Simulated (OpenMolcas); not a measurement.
A calculation on B2+.

```json
{
 "Program": "OpenMolcas",
 "Method": "CASSCF",
 "Basis": "ANO-RCC-VQZP [5s4p3d2f1g]",
 "Scalar Hamiltonian": "DKH2, point nucleus",
 "Active space": "1 electron in 4 orbitals (2s 2p)",
 "State averaging": "2S+1 = 2 even, 1 root; 2S+1 = 2 odd, 3 roots",
 "Spin-orbit coupling": "RASSI with atomic mean-field integrals over the reference wave functions, term energies averaged over their components"
}
```

Problem. Which level of the active space comes out lowest?

Solution. 2s 2S 1/2, with 100 % of that term; it is also the measured ground level.

Problem. How high does 2p 2P* 3/2 lie?

Solution. 48917 cm-1 above the lowest level; measured 48393 cm-1 above the ground level, so the calculation is off by +1 %.

Problem. How high does 2p 2P* 1/2 lie?

Solution. 48887 cm-1 above the lowest level; measured 48358 cm-1 above the ground level, so the calculation is off by +1 %.

Measured values: Moore, Atomic Energy Levels, vol. I, NSRDS-NBS 35 (1971 reprint of NBS Circular 467, 1949).

With one active electron the reference holds no correlation, so core polarisation is missing. Measured partners are found by configuration, term and J. A level has none where our copy of the source lacks it or the pairing is in doubt (some pairs that miss far off the trend of their configuration count as doubtful), and it then counts in no deviation. Only configurations of the active space appear.

* marks odd parity.
